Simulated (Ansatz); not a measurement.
Abridged output of a molecular run in Ansatz:

```
Functional definition: HF
1715 factors; integrals over basis functions are off by at most 1.7e-3 eV
mean field evaluation 1: about -15519.8396 eV, gradient 4.6e1 eV
mean field evaluation 2: about -15520.1835 eV, gradient 4.7e1 eV
mean field evaluation 4: about -15524.3917 eV, gradient 4.3e0 eV
mean field evaluation 8: about -15524.4582 eV, gradient 3.7e-1 eV
mean field -15524.45861785 eV, -570.5133313501 hartree, gradient 2.0e-6 eV, S^2 0.000000; 0 other end points of the search recorded, 0 dependent functions left out
10 core orbitals not correlated: weight in the atoms' cores, before any rotation towards them, 1.000 or more for the frozen orbitals, at most 0.000 for the correlated occupied ones
reference -15524.45861785 eV, -570.5133313501 hartree; 18, 18 occupied and 253, 253 virtual orbitals, 1715 factors
second order -30.99795144 eV of doubles, -0.00000000 eV of singles
cycle   1  -31.00426580 eV  change   -6.3e-3 eV  update   1.2e-1
cycle   2  -31.75893663 eV  change   -7.5e-1 eV  update   3.4e-2
cycle   3  -31.92751928 eV  change   -1.7e-1 eV  update   1.7e-2
cycle   4  -31.90773689 eV  change    2.0e-2 eV  update   3.7e-3
cycle   5  -31.90615502 eV  change    1.6e-3 eV  update   1.9e-3
cycle   6  -31.90780261 eV  change   -1.6e-3 eV  update   5.7e-4
cycle   7  -31.90757211 eV  change    2.3e-4 eV  update   2.1e-4
cycle   8  -31.90742321 eV  change    1.5e-4 eV  update   6.4e-5
cycle   9  -31.90743837 eV  change   -1.5e-5 eV  update   2.1e-5
perturbative correction -1.14285746 eV, -0.0419992371 hartree
Total energy: -15557.50891369 eV, -571.7279073197 hartree
```

Its atoms:

Cartesian coordinates in Å:
```
C -1.275 0.730 0.640
O -0.031 0.337 0.076
C 0.776 -0.698 0.718
F -0.086 -1.694 1.094
O 1.609 -1.049 -0.232
Al 0.897 -0.113 -1.603
H -1.116 1.080 1.662
H -1.977 -0.103 0.633
H -1.653 1.549 0.031
H 1.212 -0.295 1.640
H 1.743 1.132 -2.090
H -0.099 -0.877 -2.569
```

Task: Which basis set was used?
A. def2-TZVPP
B. def2-TZVPPD
C. cc-pV(D+d)Z
D. cc-pV(Q+d)Z

Result: A. It gives 281 functions.

Task: Write the keys of the input that set method, charge and spin (a neutral closed shell needs none for the last two).

Result: 
```yaml
correlation: {method: ccsd_t}
```
